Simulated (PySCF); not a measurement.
C4H9O2 (SMILES [CH2]C(O)COC), doublet, at a GFN2-xTB geometry. Base run: PySCF with WB97X/STO-3G.

Input for PySCF:
```python
from pyscf import gto, scf, dft

mol = gto.M(
    atom='''
C    -1.635460    1.114110   -0.333849
C    -1.142979    0.036087    0.542069
O    -1.459975   -1.248749    0.076370
C     0.396571    0.154049    0.741261
O     0.999132   -0.034810   -0.517688
C     2.400404    0.013921   -0.468693
H    -1.933793    0.899290   -1.339800
H    -1.605908    2.130674    0.002726
H    -1.595299    0.113005    1.542827
H    -0.979056   -1.376510   -0.750924
H     0.649734    1.141418    1.152798
H     0.732549   -0.622301    1.445301
H     2.802628   -0.767841    0.187818
H     2.753371   -0.147464   -1.485195
H     2.751306    0.989198   -0.109740
''',
    basis='sto-3g',
    charge=0,
    spin=1,
    verbose=4,
)

mf = dft.UKS(mol)
mf.xc = 'wb97x'
mf.kernel()
```

Each row names what was changed in the base input (with any setting that the change needs).

| change | ΔE vs base (µEh) | grid points | electrons on the grid |
|---|---|---|---|
| base | 0.0 | 172912 | 48.99996 |
| grids.atom_grid = (75, 302) | 0.3 | 218184 | 48.99996 |
| grids.prune = off | 0.5 | 271800 | 48.99996 |
| grids.prune = dft.gen_grid.sg1_prune | -58.8 | 76904 | 48.99987 |
| grids.level = 2 | 3.7 | 115600 | 48.99996 |
| grids.atom_grid = (150, 974) | -0.9 | 1215904 | 49.00000 |
| grids.level = 7 | -0.9 | 970944 | 49.00000 |
| grids.atom_grid = (50, 194) | 41.8 | 98968 | 48.99990 |
| grids.radi_method = gauss_chebyshev | -5.9 | 169056 | 48.99996 |
| grids.atom_grid = (30, 110) | 967 | 36936 | 49.00030 |
| grids.radi_method = mura_knowles | -1.0 | 165352 | 48.99996 |

Open shells are given as the SCF converged; they aren't shown to be the lowest states, and a large step between rows can be another state.
